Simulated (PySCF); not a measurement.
C8H10O2Si, SMILES c1([SiH2]CC(=O)O)ccccc1 (GFN2-xTB optimised geometry):

```
21

O      1.612    -2.716    -0.356
C      0.453    -3.033    -0.259
O     -0.118    -3.891    -1.126
C     -0.515    -2.525     0.737
Si    -1.504    -1.061    -0.020
C     -0.491     0.529     0.000
C     -1.146     1.760    -0.003
C     -0.440     2.948    -0.002
C      0.945     2.929     0.000
C      1.614     1.717     0.000
C      0.903     0.529     0.000
H      0.533    -4.174    -1.787
H     -1.218    -3.316     0.985
H      0.011    -2.204     1.631
H     -1.907    -1.419    -1.386
H     -2.694    -0.902     0.826
H     -2.227     1.780    -0.004
H     -0.968     3.891    -0.001
H      1.500     3.856     0.002
H      2.694     1.695     0.000
H      1.442    -0.407    -0.001
```

Computed with CAM-B3LYP/def2-SVP (PySCF).

Task: What are the frontier orbital energies and the dipole moment?

Result: HOMO-2 -9.33 eV, HOMO-1 -8.50 eV, HOMO -8.48 eV, LUMO 0.63 eV, LUMO+1 1.06 eV; dipole moment 1.05 D.

Meta-Löwdin charges at CAM-B3LYP/def2-SVP: O1 -0.47, C2 0.52, O3 -0.45, C4 -0.44, Si5 0.66, C6 -0.23, C7 -0.09, C8 -0.10, C9 -0.09, C10 -0.10, C11 -0.10, H12 0.33, H13 0.13, H14 0.13, H15 -0.11, H16 -0.11, H17 0.10, H18 0.10, H19 0.10, H20 0.10, H21 0.11.
